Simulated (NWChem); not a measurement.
System: C3H7B; SMILES C(CB)=C

```xyz
11

B      0.2272     1.9301     0.2789
C     -0.4495     0.6285    -0.2381
C      0.3478    -0.6338    -0.2435
C     -0.0559    -1.8050     0.2519
H     -0.6001     0.9779    -1.2934
H     -1.4717     0.4801     0.1458
H      1.3554    -0.5616    -0.6730
H     -1.0492    -1.9281     0.6965
H      0.5932    -2.6842     0.2356
H     -0.4502     2.8860     0.5823
H      1.4330     2.0414     0.2899
```
Atoms are numbered in this order, from 1.

Structure relaxed at the PBE0/def2-SVP level.

Q: List the 4 lowest vertical singlet excitations from PBE0/def2-SVPD, TDA (NWChem).

A: 
| state | energy (eV) | oscillator strength | leading excitation (squared amplitude) |
|---|---|---|---|
| S1 | 4.77 | 0.006 | HOMO → LUMO (0.98) |
| S2 | 5.97 | 0.001 | HOMO−1 → LUMO (0.94) |
| S3 | 6.75 | 0.004 | HOMO−2 → LUMO (0.82) |
| S4 | 6.94 | 0.050 | HOMO → LUMO+2 (0.76) |
